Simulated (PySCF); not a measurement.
C2H14Si4, SMILES [SiH3]C[SiH2][SiH2]C[SiH3]. Coordinates come from a PBE-D3(BJ)/def2-SVP optimisation. This is a generated structure with no PubChem entry under its InChIKey; it may be hypothetical. The values are those of a single conformer.

Computed equilibrium geometry at PBE-D3(BJ)/def2-SVP (PySCF confirms it by a frequency run) as Cartesian coordinates in Å (one conformer of several):
```xyz
20

Si     3.6895     1.1399    -0.3732
C      2.3944    -0.0068     0.3977
Si     0.6322     0.2295    -0.2765
Si    -0.8650    -1.2736     0.7513
C     -2.5759    -1.2858    -0.0778
Si    -3.3937     0.4164    -0.2166
H      3.7638     0.9134    -1.8595
H      3.3207     2.5787    -0.1288
H      5.0543     0.8915     0.2152
H      2.7012    -1.0620     0.2322
H      2.3791     0.1551     1.4971
H      0.1874     1.6506    -0.0378
H      0.6238     0.0034    -1.7690
H     -1.0109    -0.8922     2.2043
H     -0.2568    -2.6558     0.7129
H     -2.4702    -1.7093    -1.0997
H     -3.2430    -1.9693     0.4904
H     -3.4768     1.0726     1.1358
H     -4.7853     0.3055    -0.7814
H     -2.5798     1.3015    -1.1226
```
Charge 0, spin multiplicity 1.
